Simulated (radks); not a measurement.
The numbers below are computed, except where a source is named.
Task: Spin polarisation of the 5p2 shell in neutral tin. Start: [Kr] 4d10 5s2 5p(up 1, down 1); electrons of 5p are moved from spin down to spin up, other shells keep equal spins. Code: a radial shooting solver on a logarithmic mesh with Libxc functionals. Model: scalar-relativistic Kohn-Sham, PBE, spin-polarised, spherical densities, finite nucleus; Fermi nuclear charge, rms radius of each element as measured or else 0.836 A^(1/3) + 0.57 fm. Estimate the energy gained and the exchange splitting at a moment of 2 Bohr magnetons.

Result: At moment 2 the spin-polarisation energy is -0.638 eV and the 5p exchange splitting 1.296 eV, that is 0.648 eV per Bohr magneton; E = -I m^2/4 would give I = 0.638 eV.
